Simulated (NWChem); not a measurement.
System: C2H2BFO; SMILES C#CB(O)F

```xyz
7

B     -0.0253     0.5129     0.0000
C     -0.0386    -1.0271     0.0000
C     -0.0117    -2.2547     0.0000
H     -0.0014    -3.3371     0.0000
F     -1.1745     1.1958     0.0000
O      1.1255     1.2367     0.0000
H      1.9112     0.6615     0.0000
```
Atoms are numbered in this order, from 1.

Program: NWChem. Pople sets run with spherical d functions. STO-3G and 3-21G are far too small for this property and stand as cheap habits. The geometry was optimised at PBE-D3(BJ)/def2-SVP. Field at 589 nm.

Q: Order these by “anisotropy (bohr³)”, lowest first: B3LYP/aug-cc-pVDZ; B3LYP/6-31G*; B3LYP/def2-SVPD; B3LYP/STO-3G; B3LYP/def2-SVP.

A: B3LYP/STO-3G (25.6), B3LYP/def2-SVPD (27.1), B3LYP/aug-cc-pVDZ (27.7), B3LYP/def2-SVP (30.8), B3LYP/6-31G* (31.7)
